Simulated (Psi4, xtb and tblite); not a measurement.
Conformational energy of SMILES [SiH2]([SeH])CC(C)(C)C (C₅H₁₄SeSi). Scanned: dihedral C5–Si6–Se7–H21; all other coordinates were relaxed at GFN2-xTB. Points at φ and −φ are mirror images.

Atom numbering (GFN2-xTB optimised geometry, Å):
```
21

C     -1.8366    -0.9581     0.9030
C     -0.7835    -0.0983     0.1941
C     -1.2206     0.1330    -1.2520
C     -0.6705     1.2446     0.9149
C      0.5556    -0.8422     0.2361
Si     2.0399    -0.0156    -0.6049
Se     3.7633    -1.4856    -0.1908
H     -1.5514    -1.1402     1.9370
H     -2.8034    -0.4593     0.8995
H     -1.9476    -1.9188     0.4045
H     -0.5382     0.8115    -1.7579
H     -2.2168     0.5691    -1.2805
H     -1.2439    -0.8057    -1.8010
H     -1.6433     1.7289     0.9663
H      0.0118     1.9088     0.3903
H     -0.3051     1.1060     1.9300
H      0.8212    -1.0270     1.2817
H      0.4225    -1.8292    -0.2181
H      2.4464     1.2668    -0.0288
H      1.9354     0.0996    -2.0602
H      4.7647    -0.7196    -0.8632
```

- GFN2-xTB (xtb and tblite)
- PBE/def2-SVP // GFN2-xTB (Psi4)
- PBE-D3(BJ)/def2-SVP // GFN2-xTB (Psi4)

Energies in kcal/mol, each method relative to its own lowest point.

```json
[
 {"φ / °": "-160", "GFN2-xTB": "0.11", "PBE/def2-SVP": "0.44", "PBE-D3(BJ)/def2-SVP": "0.44"},
 {"φ / °": "-140", "GFN2-xTB": "0.36", "PBE/def2-SVP": "0.77", "PBE-D3(BJ)/def2-SVP": "0.79"},
 {"φ / °": "-120", "GFN2-xTB": "0.56", "PBE/def2-SVP": "0.89", "PBE-D3(BJ)/def2-SVP": "0.93"},
 {"φ / °": "-100", "GFN2-xTB": "0.55", "PBE/def2-SVP": "0.59", "PBE-D3(BJ)/def2-SVP": "0.63"},
 {"φ / °": "-80", "GFN2-xTB": "0.38", "PBE/def2-SVP": "0.13", "PBE-D3(BJ)/def2-SVP": "0.16"},
 {"φ / °": "-60", "GFN2-xTB": "0.21", "PBE/def2-SVP": "0.00", "PBE-D3(BJ)/def2-SVP": "0.00"},
 {"φ / °": "-40", "GFN2-xTB": "0.15", "PBE/def2-SVP": "0.34", "PBE-D3(BJ)/def2-SVP": "0.30"},
 {"φ / °": "-20", "GFN2-xTB": "0.17", "PBE/def2-SVP": "0.90", "PBE-D3(BJ)/def2-SVP": "0.83"},
 {"φ / °": "0", "GFN2-xTB": "0.19", "PBE/def2-SVP": "1.20", "PBE-D3(BJ)/def2-SVP": "1.12"},
 {"φ / °": "20", "GFN2-xTB": "0.17", "PBE/def2-SVP": "0.90", "PBE-D3(BJ)/def2-SVP": "0.83"},
 {"φ / °": "40", "GFN2-xTB": "0.15", "PBE/def2-SVP": "0.34", "PBE-D3(BJ)/def2-SVP": "0.30"},
 {"φ / °": "60", "GFN2-xTB": "0.21", "PBE/def2-SVP": "0.00", "PBE-D3(BJ)/def2-SVP": "0.00"},
 {"φ / °": "80", "GFN2-xTB": "0.38", "PBE/def2-SVP": "0.13", "PBE-D3(BJ)/def2-SVP": "0.16"},
 {"φ / °": "100", "GFN2-xTB": "0.55", "PBE/def2-SVP": "0.59", "PBE-D3(BJ)/def2-SVP": "0.63"},
 {"φ / °": "120", "GFN2-xTB": "0.56", "PBE/def2-SVP": "0.89", "PBE-D3(BJ)/def2-SVP": "0.93"},
 {"φ / °": "140", "GFN2-xTB": "0.36", "PBE/def2-SVP": "0.77", "PBE-D3(BJ)/def2-SVP": "0.79"},
 {"φ / °": "160", "GFN2-xTB": "0.11", "PBE/def2-SVP": "0.44", "PBE-D3(BJ)/def2-SVP": "0.44"},
 {"φ / °": "180", "GFN2-xTB": "0.00", "PBE/def2-SVP": "0.26", "PBE-D3(BJ)/def2-SVP": "0.27"}
]
```

Root-mean-square difference from the PBE-D3(BJ)/def2-SVP profile, itself a level with limits, after the best constant shift (kcal/mol): GFN2-xTB 0.32, PBE/def2-SVP 0.04.
